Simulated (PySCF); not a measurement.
# Radial density of Li+ (lithium, charge +1)

M06-2X, 1s2, closed-shell 1S. All numbers are calculated (PySCF 2.14, scalar relativity by spin-free X2C-1e, in jorge-DZP-DKH (4s2p1d, 15 functions)).

```
r (bohr)  4πr²ρ (e/bohr)
 0.00703        0.008021
  0.0118         0.02228
  0.0199         0.06029
  0.0335          0.1564
  0.0563          0.3866
  0.0946          0.8711
   0.159           1.696
   0.268           2.586
   0.450           2.678
   0.758           1.504
    1.27          0.3144
    2.14         0.01337
    3.60       6.427e-05
```

Densities and radii are taken from the X2C orbitals without a picture-change correction, which distorts them close to the nucleus.
